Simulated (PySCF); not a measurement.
A PySCF script (with the pyscf-properties extension) for the NMR shieldings of SMILES [NH]1[Al]([C](=C)C)[NH]CC1, C5H11AlN2, on a GFN2-xTB geometry:

```python
import basis_set_exchange as bse
import numpy as np
from pyscf import gto, dft
from pyscf.prop import nmr

atoms = """
C     2.479713    0.996855    1.284513
C     1.971944    0.120267    0.422187
C     2.839572   -0.798244   -0.390466
Al    0.006304    0.069978    0.236975
N    -1.053092   -0.962963   -0.755728
C    -2.410924   -0.425093   -0.685557
C    -2.581139    0.403161    0.604294
N    -1.308050    1.023839    0.971910
H     1.835602    1.649925    1.856580
H     3.543332    1.107309    1.461199
H     3.898661   -0.640456   -0.182861
H     2.587239   -1.836875   -0.175028
H     2.659454   -0.635452   -1.453469
H    -0.978123   -1.690717   -1.451196
H    -2.619111    0.220779   -1.550106
H    -3.154601   -1.231713   -0.688534
H    -3.354324    1.163516    0.437122
H    -2.936552   -0.260590    1.404551
H    -1.435709    1.735725    1.676483
"""
names = dict.fromkeys(["C", "Al", "N", "H"], "pcSseg-1")
basis = {el: gto.basis.parse(bse.get_basis(n, elements=[el], fmt="nwchem")) for el, n in names.items()}
mol = gto.M(atom=atoms, basis=basis, charge=0, verbose=0)
mf = dft.RKS(mol, xc="PBE0")
mf.grids.level = 2
mf.grids.alignment = dft.numint.BLKSIZE   # the property module wants whole blocks of grid points
mf.conv_tol = 1e-9
mf.kernel()

calc = nmr.RKS(mf)   # GIAO
C = mf.mo_coeff
Co = C[:, mf.mo_occ > 0]
resp = mf.gen_response(singlet=True, hermi=2)
def vind(x):   # induced exchange potential for any number of trial vectors
    d = np.einsum("pi,xij,qj->xpq", C, 2 * x.reshape(-1, C.shape[1], Co.shape[1]), Co, optimize=True)
    return np.einsum("xpq,pi,qj->xij", resp(d - d.transpose(0, 2, 1)), C, Co, optimize=True).ravel()
mo1, _ = nmr.rhf.solve_mo1(calc, with_cphf=vind)
sigma = calc.kernel(mo1)
for i, s in enumerate(sigma):   # ppm
    print("%2d %-2s %9.2f" % (i, mol.atom_pure_symbol(i), np.trace(s) / 3))
```

Task: What are the results?

Result: 
```
 0 C      47.39
 1 C      31.11
 2 C     157.26
 3 Al    403.65
 4 N     233.45
 5 C     137.65
 6 C     138.02
 7 N     237.96
 8 H      25.90
 9 H      25.36
10 H      29.76
11 H      29.49
12 H      29.47
13 H      30.75
14 H      27.98
15 H      28.41
16 H      28.43
17 H      28.02
18 H      30.92
```

These numbers come from an equivalent density-fitted implementation of the same equations, which agrees with the script to about 0.01 ppm for H and up to a few tenths of a ppm for heavy atoms, so last digits may differ.

Size and cost of the density-fitted run: 198 basis functions, 100 s wall time on 1 thread of an Intel Xeon, shared host; peak memory 0.87 GiB.
